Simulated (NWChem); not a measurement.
All runs are NWChem calculations. System: CH$_{3}$S, charge 1, spin multiplicity 1, at the geometry of a parent with another charge or spin, in a state set for the comparison that need not be this species' ground state. Level: RHF/def2-TZVPD.

The NWChem input:

```
start mol
memory heap 200 mb stack 900 mb global 1100 mb
charge 1
geometry units angstroms nocenter noautoz noautosym
  C     -1.033350     0.470235     0.064768
  S      0.497951    -0.311638    -0.028602
  H     -1.911062    -0.175805     0.037741
  H     -1.132517     1.552008    -0.018366
  H      1.276456     0.788590     0.049649
end
basis spherical
  * library def2-tzvpd
end
scf
  rhf
  nopen 0
  maxiter 100
  thresh 1e-7
  semidirect memsize 60000000 filesize 0
end
task scf energy
```

NWChem printed:

```
             Northwest Computational Chemistry Package (NWChem) 7.3.0
             --------------------------------------------------------

                                NWChem Input Module
                                -------------------

 Scaling coordinates for geometry "geometry" by  1.889725989
 (inverse scale =  0.529177249)

                             Geometry "geometry" -> ""
                             -------------------------

 Output coordinates in angstroms (scale by  1.889725989 to convert to a.u.)

  No.       Tag          Charge          X              Y              Z
 ---- ---------------- ---------- -------------- -------------- --------------
    1 C                    6.0000    -1.03335000     0.47023500     0.06476800
    2 S                   16.0000     0.49795100    -0.31163800    -0.02860200
    3 H                    1.0000    -1.91106200    -0.17580500     0.03774100
    4 H                    1.0000    -1.13251700     1.55200800    -0.01836600
    5 H                    1.0000     1.27645600     0.78859000     0.04964900

 Effective nuclear repulsion energy (a.u.)      50.5371023682

            Nuclear Dipole moment (a.u.)
            ----------------------------
        X                 Y               Z
 ---------------- ---------------- ----------------
    -0.0000132281    -0.0000094486    -0.0000000000


 Summary of "ao basis" -> "" (spherical)
 ------------------------------------------------------------------------------
       Tag                 Description            Shells   Functions and Types
 ---------------- ------------------------------  ------  ---------------------
 *                         def2-tzvpd                 on all atoms

 Summary of "ao basis" -> "ao basis" (spherical)
 ------------------------------------------------------------------------------
       Tag                 Description            Shells   Functions and Types
 ---------------- ------------------------------  ------  ---------------------
 C                         def2-tzvpd               13       37   6s3p3d1f
 S                         def2-tzvpd               16       46   6s6p3d1f
 H                         def2-tzvpd                5        9   3s2p

                                 NWChem SCF Module
                                 -----------------

  ao basis        = "ao basis"
  functions       =   110
  atoms           =     5
  closed shells   =    12
  open shells     =     0
  charge          =   1.00
  wavefunction    = RHF
  use symmetry    = F
  symmetry adapt  = F

 Summary of "ao basis" -> "ao basis" (spherical)
 ------------------------------------------------------------------------------
       Tag                 Description            Shells   Functions and Types
 ---------------- ------------------------------  ------  ---------------------
 C                         def2-tzvpd               13       37   6s3p3d1f
 S                         def2-tzvpd               16       46   6s6p3d1f
 H                         def2-tzvpd                5        9   3s2p

 Forming initial guess at       0.0s

      Superposition of Atomic Density Guess
      -------------------------------------

 Sum of atomic energies:        -436.65043809

 Renormalizing density from      25.00 to     24

      Non-variational initial energy
      ------------------------------

 Total energy =    -426.029829
 1-e energy   =    -673.250511
 2-e energy   =     196.683580
 HOMO         =      -0.781882
 LUMO         =      -0.477166

 Starting SCF solution at       1.2s

 ----------------------------------------------
         Quadratically convergent ROHF

 Convergence threshold     :          1.000E-07
 Maximum no. of iterations :          100
 Final Fock-matrix accuracy:          1.000E-09
 ----------------------------------------------

              iter       energy          gnorm     gmax       time
             ----- ------------------- --------- --------- --------
                 1     -436.6554362245  2.73D+00  8.67D-01      1.3
                 2     -436.8258227601  5.79D-01  1.53D-01      1.4
                 3     -436.8484585163  2.27D-01  4.94D-02      1.7
                 4     -436.8518607170  2.09D-02  4.84D-03      2.0
                 5     -436.8519085013  2.73D-04  8.38D-05      2.8
                 6     -436.8519085236  4.14D-08  1.25D-08      4.1

       Final RHF  results
       ------------------

         Total SCF energy =   -436.851908523616
      One-electron energy =   -695.336117520068
      Two-electron energy =    207.947106628223
 Nuclear repulsion energy =     50.537102368229

        Time for solution =      2.9s

             Final eigenvalues
             -----------------

              1
    1  -92.2772
    2  -11.6196
    3   -9.2773
    4   -6.9578
    5   -6.9571
    6   -6.9569
    7   -1.3379
    8   -1.1234
    9   -0.9268
   10   -0.8497
   11   -0.7546
   12   -0.6824
   13   -0.2243
   14   -0.1135
   15   -0.0879
   16   -0.0694
   17   -0.0606
   18   -0.0575
   19   -0.0202
   20   -0.0079
   21    0.0006
   22    0.0065

                       ROHF Final Molecular Orbital Analysis
                       -------------------------------------

 Vector   10  Occ=2.000000D+00  E=-8.497170D-01
              MO Center= -2.9D-01,  1.9D-01,  2.9D-02, r^2= 2.1D+00
   Bfn.  Coefficient  Atom+Function         Bfn.  Coefficient  Atom+Function
  ----- ------------  ---------------      ----- ------------  ---------------
    53      0.318919  2 S  px                 7     -0.289264  1 C  px
    10     -0.252556  1 C  px                85      0.168580  3 H  s
    50      0.154039  2 S  px               103      0.151360  5 H  s

 Vector   11  Occ=2.000000D+00  E=-7.545813D-01
              MO Center=  3.8D-01, -2.3D-01, -3.9D-02, r^2= 1.9D+00
   Bfn.  Coefficient  Atom+Function         Bfn.  Coefficient  Atom+Function
  ----- ------------  ---------------      ----- ------------  ---------------
    54      0.424564  2 S  py                41     -0.279205  2 S  s
    42     -0.266668  2 S  s                 57      0.201733  2 S  py
    51      0.198638  2 S  py                40      0.175023  2 S  s
   103      0.175580  5 H  s                 45     -0.155920  2 S  py

 Vector   12  Occ=2.000000D+00  E=-6.824495D-01
              MO Center=  9.8D-02, -8.3D-02,  1.9D-02, r^2= 1.7D+00
   Bfn.  Coefficient  Atom+Function         Bfn.  Coefficient  Atom+Function
  ----- ------------  ---------------      ----- ------------  ---------------
    55      0.479488  2 S  pz                58      0.249621  2 S  pz
    52      0.202877  2 S  pz                12      0.192469  1 C  pz
     9      0.169901  1 C  pz                46     -0.164554  2 S  pz

 Vector   13  Occ=0.000000D+00  E=-2.243068D-01
              MO Center= -5.5D-01,  2.5D-01,  6.1D-02, r^2= 2.6D+00
   Bfn.  Coefficient  Atom+Function         Bfn.  Coefficient  Atom+Function
  ----- ------------  ---------------      ----- ------------  ---------------
    12      0.364355  1 C  pz                 9      0.319051  1 C  pz
    15      0.294586  1 C  pz                55     -0.293966  2 S  pz
    58     -0.288269  2 S  pz

 Vector   14  Occ=0.000000D+00  E=-1.134979D-01
              MO Center= -2.2D-01,  6.7D-01,  3.0D-02, r^2= 7.1D+00
   Bfn.  Coefficient  Atom+Function         Bfn.  Coefficient  Atom+Function
  ----- ------------  ---------------      ----- ------------  ---------------
     5      2.448977  1 C  s                 86     -1.994104  3 H  s
    95     -1.841264  4 H  s                  6      1.376489  1 C  s
    13     -0.795496  1 C  px                43      0.581426  2 S  s
   104     -0.495274  5 H  s                  4     -0.471300  1 C  s
   100      0.390162  4 H  py                57      0.334277  2 S  py

 Vector   15  Occ=0.000000D+00  E=-8.785294D-02
              MO Center=  1.5D+00, -1.7D-02, -3.4D-02, r^2= 9.6D+00
   Bfn.  Coefficient  Atom+Function         Bfn.  Coefficient  Atom+Function
  ----- ------------  ---------------      ----- ------------  ---------------
    59      0.954964  2 S  px               104     -0.741942  5 H  s
    43      0.490277  2 S  s                 56      0.387625  2 S  px
     6      0.319958  1 C  s                  4      0.242573  1 C  s
   109      0.243152  5 H  py                41     -0.236895  2 S  s
    72      0.177106  2 S  d -2              86      0.174939  3 H  s

 center of mass
 --------------
 x =   0.06994151 y =  -0.08601720 z =  -0.00272167

 moments of inertia (a.u.)
 ------------------
          31.522766837624          39.751744803382           4.441855492015
          39.751744803382          97.751186650874          -2.326263496589
           4.441855492015          -2.326263496589         128.697893924386

  Mulliken analysis of the total density
  --------------------------------------

    Atom       Charge   Shell Charges
 -----------   ------   -------------------------------------------------------
    1 C    6     6.00   0.86  1.12  0.54  0.76  0.07  0.00  1.09  1.26  0.23  0.02  0.06 -0.01  0.01
    2 S   16    15.88   2.01  0.49  1.48  1.08  0.83  0.02  4.17  1.69  0.85  2.23  0.85 -0.01  0.05  0.10  0.00  0.01
    3 H    1     0.72   0.25  0.43  0.01  0.02 -0.00
    4 H    1     0.71   0.25  0.43  0.01  0.02 -0.01
    5 H    1     0.69   0.23  0.46 -0.02  0.02 -0.00

       Multipole analysis of the density wrt the origin
       ------------------------------------------------

     L   x y z        total         open         nuclear
     -   - - -        -----         ----         -------
     0   0 0 0      1.000000      0.000000     25.000000

     1   1 0 0     -0.620646      0.000000     -0.000013
     1   0 1 0      0.739776      0.000000     -0.000009
     1   0 0 1      0.029826      0.000000     -0.000000

     2   2 0 0     -6.530225      0.000000     60.487577
     2   1 1 0     -0.742412      0.000000    -20.760354
     2   1 0 1     -0.160993      0.000000     -2.204765
     2   0 2 0    -10.588210      0.000000     21.219721
     2   0 1 1      0.140746      0.000000      1.176187
     2   0 0 2    -13.807830      0.000000      0.151718

 Task  times  cpu:        4.1s     wall:        4.1s

 Total times  cpu:        4.1s     wall:        4.1s
```
